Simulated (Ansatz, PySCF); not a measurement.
C5H5F, SMILES C=CC=C=CF. Atoms are numbered in the order given.

```xyz
11

C     -1.4405    -2.1714     1.5295
C     -0.7533    -1.4919     0.5982
C     -0.1787    -0.1674     0.8297
C      0.5032     0.5252    -0.0632
C      1.2159     1.1898    -0.9357
F      0.6884     2.0645    -1.8139
H     -1.6075    -1.7565     2.5285
H     -1.8574    -3.1599     1.3237
H     -0.5978    -1.9236    -0.3959
H     -0.3381     0.2676     1.8271
H      2.3037     1.1026    -1.0345
```
Charge 0, spin multiplicity 1.

The structure is a stationary point at B3LYP-D3(BJ)/def2-SVP. The structure was generated by enumeration, and PubChem lists no compound with its InChIKey, so it may never have been made. Other conformers were not sampled.

Two levels are set side by side: PBE-D3(BJ)/def2-SVP (Ansatz, an electronic-structure program) and B3LYP-D3(BJ)/def2-SVP (Ansatz). Each level has its own optimised geometry; the coordinates shown are those of the second. Frequencies come from the Hessian of PySCF at each geometry. Differences are taken from unrounded values.

```json
[
 {"quantity": "mean bond length (Å)", "B3LYP-D3(BJ)": "1.226"},
 {"quantity": "bond C1–C2 (Å)", "B3LYP-D3(BJ)": "1.342"},
 {"quantity": "bond C2–C3 (Å)", "B3LYP-D3(BJ)": "1.462"},
 {"quantity": "bond C3–C4 (Å)", "B3LYP-D3(BJ)": "1.320"},
 {"quantity": "bond C4–C5 (Å)", "B3LYP-D3(BJ)": "1.308"},
 {"quantity": "bond C5–F6 (Å)", "B3LYP-D3(BJ)": "1.347"},
 {"quantity": "bond C1–H7 (Å)", "B3LYP-D3(BJ)": "1.095"},
 {"quantity": "bond C1–H8 (Å)", "B3LYP-D3(BJ)": "1.092"},
 {"quantity": "bond C2–H9 (Å)", "B3LYP-D3(BJ)": "1.095"},
 {"quantity": "bond C3–H10 (Å)", "B3LYP-D3(BJ)": "1.100"},
 {"quantity": "bond C5–H11 (Å)", "B3LYP-D3(BJ)": "1.096"},
 {"quantity": "highest harmonic wavenumber (cm⁻¹)", "B3LYP-D3(BJ)": "3241"},
 {"quantity": "mean harmonic wavenumber (cm⁻¹)", "B3LYP-D3(BJ)": "1336"},
 {"quantity": "zero-point energy (kcal/mol)", "B3LYP-D3(BJ)": "51.58"}
]
```

What does PBE-D3(BJ) give, and how far is it from B3LYP-D3(BJ)? (Estimate from the structure and the level; the computed values follow.)


| quantity | PBE-D3(BJ) | PBE-D3(BJ) minus B3LYP-D3(BJ) |
|---|---|---|
| mean bond length (Å) | 1.233 | 0.008 |
| bond C1–C2 (Å) | 1.352 | 0.010 |
| bond C2–C3 (Å) | 1.461 | -0.001 |
| bond C3–C4 (Å) | 1.329 | 0.010 |
| bond C4–C5 (Å) | 1.317 | 0.009 |
| bond C5–F6 (Å) | 1.353 | 0.006 |
| bond C1–H7 (Å) | 1.103 | 0.008 |
| bond C1–H8 (Å) | 1.100 | 0.008 |
| bond C2–H9 (Å) | 1.103 | 0.008 |
| bond C3–H10 (Å) | 1.109 | 0.009 |
| bond C5–H11 (Å) | 1.105 | 0.009 |
| highest harmonic wavenumber (cm⁻¹) | 3181 | -60 |
| mean harmonic wavenumber (cm⁻¹) | 1298 | -38 |
| zero-point energy (kcal/mol) | 50.11 | -1.47 |

Exact exchange shortens and stiffens bonds; PBE has none. Differences between two approximate levels are no errors against the true value.
